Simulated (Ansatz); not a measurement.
Gas-phase electronic energies from Ansatz, PBE0-D4/def2-TZVP geometries. CCSD(T)/CBS is the MP2 limit (def2-TZVPP, def2-QZVPP) plus CCSD(T) − MP2 in def2-TZVPP, frozen cores. This one scheme is used for every species. Functionals use def2-TZVPP. For Ge outer-core shells are correlated without core-valence functions, which leaves a few kJ/mol of doubt a bond. Scalar relativity is left out up to krypton. Each species was taken in one conformer, which may not be the lowest.

`C=[CH][GeH3]` + `NC=O` → `O=C[NH][GeH3]` + ethylene  (ligand exchange at a Ge–C bond)

`C=[CH][GeH3]`:

Cartesian coordinates in Å:
```
C -1.420 -0.480 -0.489
C -0.265 -0.706 0.124
Ge 1.122 0.636 0.296
H -1.657 0.483 -0.933
H -2.185 -1.247 -0.574
H -0.082 -1.690 0.551
H 1.425 0.914 1.779
H 0.639 1.930 -0.381
H 2.423 0.160 -0.373
```

`NC=O`:

Cartesian coordinates in Å:
```
N -0.529 0.442 0.062
C 0.504 -0.421 -0.054
O 1.116 -0.896 0.871
H -0.832 0.727 0.978
H -0.999 0.803 -0.747
H 0.740 -0.655 -1.110
```

`O=C[NH][GeH3]`:

```xyz
9

O     0.285   -1.853    0.643
C     0.206   -1.415   -0.484
N     0.007   -0.108   -0.754
Ge   -0.153    1.077    0.681
H     0.292   -2.061   -1.378
H    -0.046    0.173   -1.720
H     1.142    1.062    1.494
H    -1.369    0.687    1.523
H    -0.364    2.437   -0.003
```

`C=C`:

```xyz
6

C     0.526    0.310    0.256
C    -0.525   -0.310   -0.256
H     1.297    0.737   -0.375
H     0.659    0.415    1.327
H    -1.297   -0.737    0.375
H    -0.659   -0.415   -1.327
```

```tsv
level	ΔE (kcal/mol)
ωB97M-V	-6.7
RPA@PBE/def2-TZVPP	-7.6
```

Q: What does CCSD(T)/CBS give? (Best estimate.)

A: Ansatz gave: -7.0 kcal/mol. The listed levels differ from it by 0.3, -0.6 kcal/mol.

Largest T1 diagnostic among the species: 0.016.

In def2-TZVPP, CCSD(T) changes the Hartree–Fock value by +1.0 kcal/mol (the triples alone add +0.0 kcal/mol) and MP2 by +1.2 kcal/mol. From BLYP to BHLYP (50 % exact exchange), in def2-TZVPP and without D4, ΔE moves by −1.1 kcal/mol. At CCSD(T), def2-SVP lies −1.4 kcal/mol from the extrapolated value and def2-TZVPP −0.3 kcal/mol.
